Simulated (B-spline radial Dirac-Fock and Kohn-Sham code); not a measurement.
**What relativity does to the binding energies of Cl⁵⁺**

System: chlorine as Cl⁵⁺, configuration [Ne] 3s2.

Both columns are ΔSCF binding energies of the configuration average from a B-spline atomic structure program: non-relativistic Hartree-Fock with a point nucleus, and Dirac-Fock with a finite nucleus and the Coulomb interaction alone, averaged over the two j levels with weights 2j+1.

```csv
shell,Hartree-Fock (eV),Dirac-Fock (eV),shift (eV),shift (%)
1s,2919.4,2930.4,+10.93,+0.37
2s,369.2,371.1,+1.91,+0.52
2p,299.0,299.1,+0.09,+0.03
3s,94.68,94.98,+0.30,+0.31
```

Relativity binds 1s, 2s, 2p, 3s more strongly, among those listed most of all 2s in relative terms.

Values without a named source are computed, but for edge energies of neutral atoms, which are taken from tables.
